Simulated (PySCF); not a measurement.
C2H9NSi, SMILES CC[SiH2]N, GFN2-xTB optimised geometry.

```
13

C      2.06    -0.72     0.00
C      0.53    -0.72     0.00
Si    -0.22     1.03     0.00
N     -1.94     1.11    -0.02
H      2.44    -0.21     0.88
H      2.45    -1.74     0.00
H      2.44    -0.21    -0.88
H      0.18    -1.28    -0.87
H      0.18    -1.28     0.87
H      0.20     1.74    -1.21
H      0.18     1.73     1.23
H     -2.43     0.81    -0.84
H     -2.45     0.81     0.80
```

Density from PBE0/def2-TZVP (PySCF) at that geometry.

Minimum of the electron density along straight lines between bonded atoms, close to the bond critical point (lines longer than 1.1 times the sum of covalent radii, or with two minima, are not listed):

```tsv
bond	length / Å	ρ at the minimum / e bohr⁻³	∇²ρ there / e bohr⁻⁵	position (fraction from the first atom)
C1–C2	1.525	[?]	[?]	0.50
C2–Si3	1.911	0.117	0.14	0.61
Si3–N4	1.727	0.131	[?]	0.40
C1–H5	1.088	0.279	-0.96	0.64
C1–H6	1.089	0.278	-0.95	0.64
C1–H7	1.088	0.279	-0.96	0.64
C2–H8	1.093	0.273	-0.90	0.64
C2–H9	1.093	0.273	-0.90	0.64
Si3–H10	1.465	0.125	0.19	0.49
Si3–H11	1.465	0.125	0.19	0.49
N4–H12	1.007	0.337	-1.65	0.74
N4–H13	1.007	0.337	-1.65	0.74
```

**Question.** Complete the blanks.

**Answer.** 
- C1–C2, ρ at the minimum / e bohr⁻³: 0.241
- C1–C2, ∇²ρ there / e bohr⁻⁵: -0.58
- Si3–N4, ∇²ρ there / e bohr⁻⁵: 0.57
